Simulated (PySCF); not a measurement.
Delta-SCF ions had no search for a lower state. Excitations are Tamm–Dancoff values on a coarser integration grid. The basis has no diffuse functions, so Rydberg states are missing or too high.

## CH$_{5}$GaO, SMILES `[GaH2][O]C` (C–O–Ga–H torsion 180°) (charge 0, multiplicity 1)

Computed with ωB97X-D3(BJ)/def2-TZVP // B3LYP-D3(BJ)/def2-SVP run with PySCF 2.14.0.

```json
{
 "HOMO": "-10.34 eV",
 "dipole_moment": "1.14 D",
 "LUMO": "0.66 eV",
 "HOMO–LUMO gap": "11.01 eV",
 "S1 excitation (TDA)": "5.75 eV",
 "S1 oscillator strength": "0.002",
 "brightest of the four lowest singlets (TDA)": "6.36 eV",
 "T1 excitation (TDA)": "5.47 eV",
 "S1–T1 gap (TDA)": "0.28 eV",
 "vertical ionisation energy (Delta-SCF)": "10.22 eV",
 "total_energy": "-2041.2353 Ha",
 "cost": "very roughly 2.0 core-minutes"
}
```

```xyz
8

C     -1.2345    -0.0696     0.3184
O     -0.0750    -0.5821    -0.2833
Ga     1.5975     0.0141    -0.0494
H     -1.7393    -0.8541     0.9124
H     -1.0394     0.7875     0.9943
H     -1.9504     0.2708    -0.4529
H      2.6535    -0.7854    -0.8712
H      1.7671     1.2307     0.9272
```
Charge 0, spin multiplicity 1.
